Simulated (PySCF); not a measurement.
## Pt²⁺: ionisation energy

Pt²⁺ [Xe] 4f14 5d8 (3F) → Pt³⁺ [Xe] 4f14 5d7 (4F), as a difference of total energies. All numbers are calculated (PySCF 2.14, scalar relativity through the core potential, in aug-cc-pVTZ-PP with one added diffuse shell each of s, p, d, f, g type with ECP60MDF (7s7p6d4f3g, 113 functions)). Correlated levels: valence: 5s2 5p6 frozen. The calculations carry no spin-orbit coupling.

| method | ionisation energy (eV) |
| --- | --- |
| UHF | 29.098 |
| LDA | 31.428 |
| PBE | 31.104 |
| PBE0 | 30.917 |
| r2SCAN | 30.849 |
| PBEsol | 31.102 |
| M06 | 30.916 |
| TPSSh | 30.738 |
| MP2 (valence) | 30.686 |
| SCS-MP2 (valence) | 30.719 |

**Question.** How much does correlation contribute at MP2 (valence)?

**Answer.** 30.686 − (29.098) = 1.588 eV, measured against UHF.

The reference lies between the lowest fine-structure levels, while these numbers refer to the centres of the terms.

Errors of the correlated levels include the incompleteness of this basis and the frozen core.

For comparison: 29 ± 1.6 eV (theoretical estimate listed by NIST; NIST Atomic Spectra Database, ionization energies).
